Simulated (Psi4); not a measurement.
CH4OSn (SMILES [CH3][Sn][OH]), singlet, geometry from GFN2-xTB (such geometries of metal compounds can be far from the true shape) (core potentials on Sn); CAM-B3LYP/def2-SV(P) (Psi4 1.11).

Input for Psi4:
```
memory 2 GB

molecule {
0 1
Sn    0.09151514   -0.07995381    0.38387472
C     0.30527759    1.69073303   -1.01416190
H    -0.35858917    2.51208017   -0.73250217
H     0.04344722    1.38574300   -2.02654576
H     1.32020666    2.09559910   -1.03406474
O    -0.79065339   -1.24961512   -1.05231062
H    -1.08725985   -2.14320881   -0.89716719
}

set {
  basis def2-sv(p)
}

energy('cam-b3lyp')
print_variables()
```

Predict the main parts of the log of this Psi4 run.


```
   => Loading Basis Set <=

    Name: DEF2-SV(P)
    Role: ORBITAL
    Keyword: BASIS

    !!!  WARNING: ECP capability is in beta. Please check occupations closely.  !!!

         ---------------------------------------------------------
                                   SCF
               by Justin Turney, Rob Parrish, Andy Simmonett
                          and Daniel G. A. Smith
                              RKS Reference
         ---------------------------------------------------------

  ==> Geometry <==

    Molecular point group: c1
    Full point group: C1

    Geometry (in Angstrom), charge = 0, multiplicity = 1:

       Center              X                  Y                   Z               Mass
    ------------   -----------------  -----------------  -----------------  -----------------
         SN           0.078963662748    -0.044377929833     0.302922903348   119.902201630000
         C            0.292726112748     1.726308910167    -1.095113716652    12.000000000000
         H           -0.371140647252     2.547656050167    -0.813453986652     1.007825032230
         H            0.030895742748     1.421318880167    -2.107497576652     1.007825032230
         H            1.307655182748     2.131174980167    -1.115016556652     1.007825032230
         O           -0.803204867252    -1.214039239833    -1.133262436652    15.994914619570
         H           -1.099811327252    -2.107632929833    -0.978119006652     1.007825032230

  Running in c1 symmetry.

  Rotational constants: A =      0.28522  B =      0.19129  C =      0.11697 [cm^-1]
  Rotational constants: A =   8550.64652  B =   5734.72873  C =   3506.54343 [MHz]
  Nuclear repulsion =  119.706151738476521

  Charge       = 0
  Multiplicity = 1
  Electrons    = 40
  Nalpha       = 20
  Nbeta        = 20

  ==> Algorithm <==

  SCF Algorithm Type is DF.
  DIIS enabled.
  MOM disabled.
  Fractional occupation disabled.
  Guess Type is SAD.
  Energy threshold   = 1.00e-06
  Density threshold  = 1.00e-06
  Integral threshold = 1.00e-12

  ==> Primary Basis <==

  Basis Set: DEF2-SV(P)
    Blend: DEF2-SV(P)
    Number of shells: 30
    Number of basis functions: 62
    Number of Cartesian functions: 66
    Spherical Harmonics?: true
    Max angular momentum: 2

  Core potential: DEF2-SV(P)
    Number of shells: 4
    Number of ECP primitives: 18
    Number of ECP core electrons: 28
    Max angular momentum: 3

  ==> DFT Potential <==

   => LibXC <=

    Version 7.1.2
    S. Lehtola, C. Steigemann, M. J. T. Oliveira, and M. A. L. Marques,  SoftwareX 7, 1–5 (2018) (10.1016/j.softx.2017.11.002)

   => Composite Functional: CAM-B3LYP <=

    CAM-B3LYP Hyb-GGA Exchange-Correlation Functional

    T. Yanai, D. P. Tew, and N. C. Handy,  Chem. Phys. Lett. 393, 51 (2004) (10.1016/j.cplett.2004.06.011)

    Deriv               =              1
    GGA                 =           TRUE
    Meta                =          FALSE

    Exchange Hybrid     =           TRUE
    MP2 Hybrid          =          FALSE

   => Exchange Functionals <=

    0.3500         Becke 88 [omega = 0.3300]
    0.4600   Short-range recipe for B88 functional - erf [omega = 0.3300]

   => Exact (HF) Exchange <=

    0.4600            HF,LR [omega = 0.3300]
    0.1900               HF

   => Correlation Functionals <=

    0.1900   Vosko, Wilk & Nusair (VWN5)
    0.8100   Lee, Yang & Parr

   => LibXC Density Thresholds  <==

    XC_HYB_GGA_XC_CAM_B3LYP:  1.00E-14

   => Molecular Quadrature <=

    Radial Scheme          =       TREUTLER
    Pruning Scheme         =           NONE
    Nuclear Scheme         =       TREUTLER

    Blocking Scheme        =         OCTREE
    BS radius alpha        =              1
    Pruning alpha          =              1
    Radial Points          =             75
    Spherical Points       =            302
    Total Points           =         151803
    Total Blocks           =           1186
    Max Points             =            256
    Max Functions          =             61
    Weights Tolerance      =       1.00E-15

   => Loading Basis Set <=

    Name: (DEF2-SV(P) AUX)
    Role: JKFIT
    Keyword: DF_BASIS_SCF

  ==> Integral Setup <==

  SCF_SUBTYPE=INCORE selected. In-core MEM_DF algorithm will be used.
  Using in-core AOs.

  ==> MemDFJK: Density-Fitted J/K Matrices <==

    J tasked:                   Yes
    K tasked:                   Yes
    wK tasked:                  Yes
    Omega:                3.300E-01
    Algorithm:                 Core
    Schwarz Cutoff:           1E-12
    Mask sparsity (%):       0.4162
    Fitting Condition:        1E-10

   => Auxiliary Basis Set <=

  Basis Set: (DEF2-SV(P) AUX)
    Blend: DEF2-UNIVERSAL-JKFIT
    Number of shells: 120
    Number of basis functions: 442
    Number of Cartesian functions: 571
    Spherical Harmonics?: true
    Max angular momentum: 5

  Minimum eigenvalue in the overlap matrix is 1.5004089053E-02.
  Reciprocal condition number of the overlap matrix is 3.0199319969E-03.
    Using symmetric orthogonalization.

  ==> Pre-Iterations <==

  SCF Guess: Superposition of Atomic Densities via on-the-fly atomic UHF (no occupation information).

   -------------------------
    Irrep   Nso     Nmo
   -------------------------
     A         62      62
   -------------------------
    Total      62      62
   -------------------------

  ==> Iterations <==

                           Total Energy        Delta E     RMS |[F,P]|

   @DF-RKS iter SAD:  -327.79653020627177   -3.27797e+02   0.00000e+00
   @DF-RKS iter   1:  -329.42549410956747   -1.62896e+00   1.54375e-02 ADIIS/DIIS
   @DF-RKS iter   2:  -328.43265299246144    9.92841e-01   2.73346e-02 ADIIS/DIIS
   @DF-RKS iter   3:  -329.81026259994621   -1.37761e+00   4.94572e-03 ADIIS/DIIS
   @DF-RKS iter   4:  -329.85502816140161   -4.47656e-02   1.77053e-03 ADIIS/DIIS
   @DF-RKS iter   5:  -329.86095838253681   -5.93022e-03   3.03571e-04 ADIIS/DIIS
   @DF-RKS iter   6:  -329.86114484602706   -1.86463e-04   8.17199e-05 DIIS
   @DF-RKS iter   7:  -329.86116115064289   -1.63046e-05   9.72615e-06 DIIS
   @DF-RKS iter   8:  -329.86116184994472   -6.99302e-07   3.03255e-06 DIIS
   @DF-RKS iter   9:  -329.86116190560455   -5.56598e-08   8.60473e-07 DIIS
  Energy and wave function converged.

  ==> Post-Iterations <==

   Electrons on quadrature grid:
      Ntotal   =   40.0000043254 ; deviation = 4.325e-06

    Orbital Energies [Eh]
    ---------------------

    Doubly Occupied:

       1A    -19.166636     2A    -10.222480     3A     -5.168587
       4A     -3.517905     5A     -3.509040     6A     -3.503983
       7A     -1.099809     8A     -1.092059     9A     -1.087609
      10A     -1.086912    11A     -1.080092    12A     -0.990293
      13A     -0.737472    14A     -0.554638    15A     -0.453356
      16A     -0.448703    17A     -0.432734    18A     -0.360922
      19A     -0.348430    20A     -0.270737

    Virtual:

      21A     -0.041862    22A      0.036762    23A      0.082238
      24A      0.141457    25A      0.161662    26A      0.186271
      27A      0.201882    28A      0.242768    29A      0.293058
      30A      0.313268    31A      0.337883    32A      0.381128
      33A      0.410214    34A      0.440853    35A      0.530835
      36A      0.589378    37A      0.632096    38A      0.640310
      39A      0.715136    40A      0.764523    41A      0.781505
      42A      0.793012    43A      0.800460    44A      0.950987
      45A      1.085050    46A      1.112881    47A      1.273427
      48A      1.395701    49A      1.784724    50A      1.809330
      51A      2.061201    52A      2.250317    53A      2.261386
      54A      2.701469    55A      2.740320    56A      2.761655
      57A      2.858206    58A      3.142267    59A     14.483995
      60A     14.905362    61A     15.077533    62A     51.637055

    Final Occupation by Irrep:
              A
    DOCC [    20 ]
    NA   [    20 ]
    NB   [    20 ]

  @DF-RKS Final Energy:  -329.86116190560455

   => Energetics <=

    Nuclear Repulsion Energy =            119.7061517384765210
    One-Electron Energy =                -772.5651338188163209
    Two-Electron Energy =                 347.2620974763916593
    DFT Exchange-Correlation Energy =     -24.2642773016563496
    Empirical Dispersion Energy =           0.0000000000000000
    VV10 Nonlocal Energy =                  0.0000000000000000
    Total Energy =                       -329.8611619056045470

Computation Completed

Properties will be evaluated at   0.000000,   0.000000,   0.000000 [a0]

Properties computed using the SCF density matrix

 Multipole Moments:

 ------------------------------------------------------------------------------------
     Multipole            Electronic (a.u.)      Nuclear  (a.u.)        Total (a.u.)
 ------------------------------------------------------------------------------------

 L = 1.  Multiply by 2.5417464519 to convert [e a0] to [Debye]
 Dipole X            :          5.9177729           -5.7910331            0.1267398
 Dipole Y            :         -7.0785554            6.9196896           -0.1588658
 Dipole Z            :         27.0612805          -26.4307774            0.6305031
 Magnitude           :                                                    0.6624466

 ------------------------------------------------------------------------------------

  Variable Map:
  ----------------------------------------------------------------------------
  "CURRENT ENERGY"              =>    -329.861161905605
  "CURRENT REFERENCE ENERGY"    =>    -329.861161905605
  "DD SOLVATION ENERGY"         =>       0.000000000000
  "DFT FUNCTIONAL TOTAL ENERGY" =>    -329.861161905605
  "DFT TOTAL ENERGY"            =>    -329.861161905605
  "DFT VV10 ENERGY"             =>       0.000000000000
  "DFT XC ENERGY"               =>     -24.264277301656
  "GRID ELECTRONS ALPHA"        =>      20.000002162722
  "GRID ELECTRONS BETA"         =>      20.000002162722
  "GRID ELECTRONS TOTAL"        =>      40.000004325444
  "NUCLEAR REPULSION ENERGY"    =>     119.706151738477
  "ONE-ELECTRON ENERGY"         =>    -772.565133818816
  "PCM POLARIZATION ENERGY"     =>       0.000000000000
  "PE ENERGY"                   =>       0.000000000000
  "SCF ITERATION ENERGY"        =>    -329.861161905605
  "SCF ITERATIONS"              =>       9.000000000000
  "SCF TOTAL ENERGY"            =>    -329.861161905605
  "TWO-ELECTRON ENERGY"         =>     347.262097476392
  "XC GRID RADIAL POINTS"       =>      75.000000000000
  "XC GRID SPHERICAL POINTS"    =>     302.000000000000
  "XC GRID TOTAL POINTS"        =>  151803.000000000000

  Array Variable Map:
  ----------------------------------------------------------------------------
  "CURRENT DIPOLE"              =>       0.126739788275 ... 0.630503125922 1 by 3
  "SCF DIPOLE"                  =>       0.126739788275 ... 0.630503125922 1 by 3
  "SCF TOTAL ENERGIES"          =>    -327.796530206272 ... -329.861161905605 1 by 10
```
